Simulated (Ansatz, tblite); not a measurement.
Spin states of Nb₄⁺, each relaxed with PBE-D4/def2-SVP in Ansatz. Electronic energies in the gas phase.

In the def2 sets Nb takes a core potential; there is no spin–orbit coupling. The xTB rows come from tblite. Correlated methods freeze no core orbitals; core or outer-core shells of Nb are correlated, in sets that lack core-valence functions. The structure comes from a short search, and lower isomers may exist.

Doublet geometry (D2d within 0.1 Å):

```xyz
4

Nb    1.256   -0.896   -0.117
Nb   -0.677   -0.343    1.354
Nb    0.295    1.519    0.015
Nb   -0.874   -0.280   -1.252
```

Quartet geometry (Cs within 0.1 Å):

```csv
atom,x (Å),y (Å),z (Å)
Nb1,-1.1188,-0.8741,0.4228
Nb2,0.2178,1.2007,0.9859
Nb3,1.3898,-0.7124,0.1373
Nb4,-0.4888,0.3857,-1.5460
```

⟨S²⟩: doublet 0.92 at PBE0-D4/def2-TZVP (pure 0.75), quartet 4.04 at PBE0-D4/def2-TZVP (pure 3.75).

Run but left out: HF/def2-SVP, MP2/def2-SVP, CCSD/def2-SVP, CCSD(T)/def2-SVP (flagged by the program: lower state); HF/def2-TZVP, LC-ωPBE/def2-TZVP, MP2/def2-TZVP (doublet: ⟨S²⟩ 2.76 to 6.12, where a pure state has 0.75); r2SCANh-D4/def2-TZVP (quartet: ⟨S²⟩ 4.12, where a pure state has 3.75).

Only these spin states were relaxed. Higher spins weren't run and may lie lower.

```csv
level,quartet − doublet (kcal/mol),lowest of these,remarks
GFN1-xTB,23.3,doublet,–
GFN2-xTB,7.2,doublet,–
r2SCAN-D4/def2-TZVP,9.5,doublet,"spin-contaminated (⟨S²⟩ 0.84) (doublet), spin-contaminated (⟨S²⟩ 3.97) (quartet)"
B97M-V/def2-TZVP,13.8,doublet,spin-contaminated (⟨S²⟩ 3.91) (quartet)
```

(1) Estimate the rows for PBE-D4/def2-TZVP, PBE0-D4/def2-TZVP, RPA@PBE/def2-TZVP.

Results:

(1) 
| level | quartet − doublet (kcal/mol) | lowest of these | remarks |
| --- | --- | --- | --- |
| PBE-D4/def2-TZVP | 16.4 | doublet | – |
| PBE0-D4/def2-TZVP | 9.5 | doublet | spin-contaminated (⟨S²⟩ 0.92) (doublet), spin-contaminated (⟨S²⟩ 4.04) (quartet) |
| RPA@PBE/def2-TZVP | 16.4 | doublet | – |

The xTB methods have no spin-polarisation term.
